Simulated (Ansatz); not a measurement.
Ansatz (a program for electronic structure) job for Sr(F)2 cation (F2Sr), SMILES [F][Sr][F] (connectivity only; charge and spin as stated), charge +1, multiplicity 2, PBE0-D3(BJ)/def2-TZVP. 

Ansatz 0.2 input:
```yaml
crystal:
  periodic: [false, false, false]
  atoms:
    - {symbol: Sr, position_ang: [0.00000000, -0.00000000, 0.52647546]}
    - {symbol: F, position_ang: [-0.00000000, -1.45161756, -1.11144821]}
    - {symbol: F, position_ang: [0.00000000, 1.45161757, -1.11144820]}
basis:
  gaussian:
    orbitals: def2-TZVP
hamiltonian:
  xc: pbe0
  dispersion: d3bj
total_charge: 1
magnetization: {spin_polarized: true, initial_magnetization: 1}
relax: {f_tol: 0.002, max_steps: 200}
```

It prints:

```
WARN ansatz: RAYON_NUM_THREADS=1 ignored (pool sized by the plan → 1); use --threads N
Functional definition: PBE0
integrals: 0.02 GiB planned
634 factors; their error is unknown
mean field: 0.30 GiB planned
mean field evaluation 1: about -6245.5193 eV, gradient 6.7e1 eV
mean field evaluation 2: about -6097.3188 eV, gradient 2.0e2 eV
mean field evaluation 4: about -6259.0676 eV, gradient 2.6e0 eV
mean field evaluation 8: about -6259.0983 eV, gradient 1.8e-1 eV
mean field evaluation 16: about -6259.2681 eV, gradient 2.1e0 eV
mean field evaluation 32: about -6259.1171 eV, gradient 5.1e-1 eV
mean field evaluation 64: about -6259.1976 eV, gradient 7.5e-1 eV
mean field -6259.72622986 eV, -230.0406959527 hartree, gradient 1.4e-5 eV, S^2 0.763923; 7 other end points of the search recorded, 0 dependent functions left out
the calculation of the forces begins
reference -6259.72627071 eV, -230.0406974536 hartree; 14, 13 occupied and 81, 82 virtual orbitals, 634 factors
relax step   1: F+E_penalty+E_count = -6259.74839711 eV  Δ(F+E_penalty+E_count) = +0.000e0 eV  max|allowed force component| = 6.603e-1 eV/Å  Δτ_max = 0.0000 Å  (344 SCF iters, accepted)
these checks for a lower state are left out or cut short: starts, cluster_reference, orbital_swaps, neighbouring_geometries, increment
integrals: 0.02 GiB planned
634 factors; their error is unknown
mean field: 0.30 GiB planned
mean field evaluation 96: about -6259.9441 eV, gradient 1.0e-5 eV
mean field -6259.94405010 eV, -230.0487006988 hartree, gradient 9.9e-6 eV, S^2 0.762650; 0 other end points of the search recorded, 0 dependent functions left out
the calculation of the forces begins
reference -6259.94409080 eV, -230.0487021943 hartree; 14, 13 occupied and 81, 82 virtual orbitals, 634 factors
relax step   2: F+E_penalty+E_count = -6259.96662481 eV  Δ(F+E_penalty+E_count) = -2.182e-1 eV  max|allowed force component| = 6.941e-1 eV/Å  Δτ_max = 0.1951 Å  (67 SCF iters, accepted)
these checks for a lower state are left out or cut short: starts, cluster_reference, orbital_swaps, neighbouring_geometries, increment
integrals: 0.02 GiB planned
634 factors; their error is unknown
mean field: 0.31 GiB planned
mean field -6260.21125233 eV, -230.0585201997 hartree, gradient 2.0e-5 eV, S^2 0.759983; 0 other end points of the search recorded, 0 dependent functions left out
the calculation of the forces begins
reference -6260.21129063 eV, -230.0585216070 hartree; 14, 13 occupied and 81, 82 virtual orbitals, 634 factors
relax step   3: F+E_penalty+E_count = -6260.23406338 eV  Δ(F+E_penalty+E_count) = -2.674e-1 eV  max|allowed force component| = 6.130e-1 eV/Å  Δτ_max = 0.1951 Å  (44 SCF iters, accepted)
these checks for a lower state are left out or cut short: starts, cluster_reference, orbital_swaps, neighbouring_geometries, increment
integrals: 0.02 GiB planned
634 factors; their error is unknown
mean field: 0.31 GiB planned
mean field -6260.08494700 eV, -230.0538785643 hartree, gradient 1.3e-5 eV, S^2 0.756542; 0 other end points of the search recorded, 0 dependent functions left out
the calculation of the forces begins
reference -6260.08498493 eV, -230.0538799581 hartree; 14, 13 occupied and 81, 82 virtual orbitals, 634 factors
relax step   4: F+E_penalty+E_count = -6260.10781121 eV  Δ(F+E_penalty+E_count) = +1.263e-1 eV  max|allowed force component| = 2.237e0 eV/Å  Δτ_max = 0.1966 Å  (39 SCF iters, rejected (line search))
these checks for a lower state are left out or cut short: starts, cluster_reference, orbital_swaps, neighbouring_geometries, increment
integrals: 0.02 GiB planned
634 factors; their error is unknown
mean field: 0.31 GiB planned
mean field -6260.27541824 eV, -230.0608782531 hartree, gradient 1.6e-5 eV, S^2 0.758448; 0 other end points of the search recorded, 0 dependent functions left out
the calculation of the forces begins
reference -6260.27545637 eV, -230.0608796546 hartree; 14, 13 occupied and 81, 82 virtual orbitals, 634 factors
relax step   5: F+E_penalty+E_count = -6260.29826140 eV  Δ(F+E_penalty+E_count) = -6.420e-2 eV  max|allowed force component| = 1.118e-1 eV/Å  Δτ_max = 0.0905 Å  (40 SCF iters, accepted)
these checks for a lower state are left out or cut short: starts, cluster_reference, orbital_swaps, neighbouring_geometries, increment
integrals: 0.02 GiB planned
634 factors; their error is unknown
mean field: 0.31 GiB planned
mean field evaluation 128: about -6260.2756 eV, gradient 9.1e-4 eV
mean field -6260.27563887 eV, -230.0608863611 hartree, gradient 1.6e-5 eV, S^2 0.758430; 0 other end points of the search recorded, 0 dependent functions left out
the calculation of the forces begins
reference -6260.27567646 eV, -230.0608877427 hartree; 14, 13 occupied and 81, 82 virtual orbitals, 634 factors
relax step   6: F+E_penalty+E_count = -6260.29848783 eV  Δ(F+E_penalty+E_count) = -2.264e-4 eV  max|allowed force component| = 7.514e-2 eV/Å  Δτ_max = 0.0075 Å  (38 SCF iters, accepted)
these checks for a lower state are left out or cut short: starts, cluster_reference, orbital_swaps, neighbouring_geometries, increment
integrals: 0.02 GiB planned
634 factors; their error is unknown
mean field: 0.31 GiB planned
mean field -6260.27581390 eV, -230.0608927934 hartree, gradient 1.5e-5 eV, S^2 0.758428; 0 other end points of the search recorded, 0 dependent functions left out
the calculation of the forces begins
reference -6260.27585171 eV, -230.0608941828 hartree; 14, 13 occupied and 81, 82 virtual orbitals, 634 factors
relax step   7: F+E_penalty+E_count = -6260.29866066 eV  Δ(F+E_penalty+E_count) = -1.728e-4 eV  max|allowed force component| = 5.986e-4 eV/Å  Δτ_max = 0.0031 Å  (39 SCF iters, accepted)
integrals: 0.02 GiB planned
634 factors; their error is unknown
mean field: 0.31 GiB planned
mean field evaluation 160: about -6260.2758 eV, gradient 2.1e-5 eV
mean field -6260.27581390 eV, -230.0608927934 hartree, gradient 2.1e-5 eV, S^2 0.758428; 1 other end points of the search recorded, 0 dependent functions left out
the calculation of the forces begins
reference -6260.27585171 eV, -230.0608941828 hartree; 14, 13 occupied and 81, 82 virtual orbitals, 634 factors
Total energy: -6260.29869847 eV, -230.0617337858 hartree
Atom 0 at     0.000000    -0.000000     0.745875 Å, force     0.000000     0.000000     0.000489 eV/Å
Atom 1 at    -0.000000    -0.985032    -1.221148 Å, force    -0.000000     0.000599    -0.000244 eV/Å
Atom 2 at    -0.000000     0.985032    -1.221148 Å, force     0.000000    -0.000599    -0.000244 eV/Å
Dipole moment:     0.000000     0.000000     1.861088 e Å
```

The calculation finished and met its thresholds.
